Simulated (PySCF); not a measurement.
Sn(H)(OH)2(OMe) (CH₆O₃Sn), SMILES C[O][SnH]([OH])[OH].

Geometry optimised at B3LYP-D3(BJ)/def2-SVP. The structure was generated by enumeration; whether it is a known compound was not checked. The def2 effective core potentials stand for the cores of Sn; spin–orbit coupling is left out. One conformer was computed; it need not be the lowest.

These are r2SCAN/def2-TZVP (PySCF) values and carry that method's errors.

The total energy is -481.78320 hartree and the highest occupied level is -6.64 eV. The lowest empty level is -1.84 eV, the orbital gap is 4.80 eV and the dipole moment is 1.20 D. The quadrupole, principal values (traceless, Buckingham form, about the centre of nuclear charge) is -5.29, -3.00, 8.29 D·Å, the mean static polarisability is 61.2 bohr³ (9.07 Å³) and the polarisability, principal values comes out as 56.5, 58.6, 68.6 bohr³.
